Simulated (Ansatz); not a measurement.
`[SiH3][N]([SiH3])[SnH2][Cl]`, charge 0, multiplicity 1.

Give a relaxed structure at PBE0-D4/def2-TZVP (Ansatz 0.2.0). (Best estimate.)

Computed: 
```xyz
13

Si   -0.0521   -1.7200   -0.5007
N     0.0541   -0.0179   -0.1854
Si    1.5882    0.7879   -0.2571
Sn   -1.5593    0.9681    0.5352
Cl   -1.5221    0.7254    2.8557
H     0.4995   -2.0278   -1.8479
H     0.7054   -2.5217    0.4976
H    -1.4843   -2.1175   -0.4488
H     2.2078    0.5952   -1.5961
H     2.5384    0.2722    0.7648
H     1.3664    2.2390   -0.0180
H    -2.9648    0.1930   -0.0142
H    -1.3770    2.6241    0.2149
```
Point group Cs.
This is one stationary point; other conformers may exist.
